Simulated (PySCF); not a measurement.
Input of an EPR job (settings, then geometry in Å):

```
{"job": {"kind": "epr"}, "charge": 0, "multiplicity": 3}
F      3.729864    -0.744611     0.428642
C      2.673694     0.059907     0.357188
F      2.658240     0.818116     1.463557
F      2.858024     0.889652    -0.679971
C      1.422377    -0.709966     0.215518
C      0.065903    -0.374464     0.119046
C     -0.370441     0.976791     0.136419
C     -1.730450     1.238802     0.041032
N     -2.667373     0.295731    -0.066626
C     -2.264253    -0.976041    -0.085418
C     -0.936104    -1.368879     0.001663
H      0.347623     1.793612     0.223609
H     -2.082749     2.276569     0.053334
H     -3.050490    -1.734079    -0.175741
H     -0.662665    -2.425160    -0.018502
```

Method: UKS B3LYP, IGLO-III on C F N, pcH-1 on H, non-relativistic, mean-field spin-orbit, GIAO (PySCF). The structure is a single PBE0-D3(BJ)/def2-SVP conformer in the gas phase; no vibrational or solvent corrections. This triplet need not be the ground state; the singlet was not compared here.

Output of the driver script. Atoms in this output count from 0.

```
UKS, coarse grid
  cycle   1  E = -623.38192435  |g| = 7.22e-01
  cycle   2  E = -622.28556877  |g| = 1.62e+00
  cycle   3  E = -623.37448301  |g| = 5.85e-01
  cycle   4  E = -623.56141921  |g| = 1.05e-01
  cycle   5  E = -623.56718643  |g| = 7.62e-02
  cycle   6  E = -623.57011392  |g| = 1.87e-02
  cycle   7  E = -623.57035291  |g| = 7.74e-03
  cycle   8  E = -623.57040397  |g| = 2.93e-03
  cycle   9  E = -623.57041451  |g| = 1.58e-03
  cycle  10  E = -623.57041628  |g| = 9.48e-04
UKS, final grid
  cycle   1  E = -623.57041763  |g| = 1.51e-03
  cycle   2  E = -623.57041509  |g| = 2.86e-03
  cycle   3  E = -623.57041901  |g| = 2.63e-04
  cycle   4  E = -623.57041909  |g| = 1.91e-04
  cycle   5  E = -623.57041919  |g| = 1.11e-04
  cycle   6  E = -623.57041920  |g| = 3.25e-05
  cycle   7  E = -623.57041920  |g| = 8.94e-06
E = -623.57041920 Eh   <S^2> = 2.0325 (exact 2.0000)
g shifts (ppm)      1          2          3
  rmc          -178       -178       -178
  gc             41         11         47
  oz_so          98        140        552
  total         -39        -26        421
hyperfine (MHz)  atom isotope    a_iso     a_fc   dipolar eigenvalues
    0   19F      16.78      16.78    -17.58     -1.09     18.67
    1   13C       3.04       3.04     -3.88     -2.75      6.63
    2   19F      65.89      65.89    -44.79    -29.67     74.45
    3   19F      66.40      66.40    -44.52    -29.61     74.14
    4   13C     224.32     224.32    -68.97     29.26     39.71
    5   13C     -13.51     -13.51    -14.09      2.70     11.38
    6   13C      33.79      33.79    -10.77     -3.91     14.68
    7   13C      -4.82      -4.82     -8.08      2.93      5.15
    8   14N       3.72       3.72     -4.35     -4.12      8.47
    9   13C      -7.97      -7.97     -7.63      3.27      4.36
   10   13C      25.80      25.80     -9.67     -5.97     15.64
   11    1H      -8.87      -8.87     -3.41     -2.04      5.44
   12    1H       6.56       6.56     -1.64     -0.13      1.78
   13    1H       3.15       3.15     -1.52     -0.33      1.85
   14    1H      -8.14      -8.14     -3.57     -1.13      4.69
zero-field splitting (cm-1)  D = 0.5348  E = 0.0304  (spin-spin 0.5202, spin-orbit 0.0150)
```

|g| in the SCF lines is the orbital gradient. In the g block, columns 1 to 3 are the principal axes in rising order; rmc is the relativistic mass correction, gc the gauge correction and oz_so the orbital-Zeeman/spin–orbit term. a_fc is the Fermi-contact part of a_iso, here all of it, since this run has no spin–orbit term in the hyperfine coupling.

(1) Is the state sound, as far as the log shows?

(2) What are the principal g values and g_iso?

(3) What are the principal values of the full tensor of atom 3 (19F)?

Results:

(1) The SCF converged after 17 cycles in all, 10 of them on the coarse grid; no stability test was run. ⟨S²⟩ = 2.0325 against the exact 2.0000, so spin contamination is small.

(2) Adding the total shifts to 2.002319 gives 2.00228, 2.00229, 2.00274; their mean shift is 119 ppm, so g_iso = 2.00244.

(3) a_iso plus each dipolar eigenvalue: 21.88, 36.79, 140.54 MHz.

The species is `FC(F)(F)[C]C1=CC=NC=C1` [triplet]. The run used 425 basis functions and 19 iterations of the response equations. 

The run took 7.9 min of wall time on one thread, Arm Neoverse N1 (shared host).

Conformer computed: `[F:1][C:2]([F:3])([F:4])[C:5][c:6]1[cH:7][cH:8][n:9][cH:10][cH:11]1`: F1–C2–C5–C6 179°, C2–C5–C6–C7 1°.
Labels such as C1 count atoms from 1, the log's own numbers from 0.
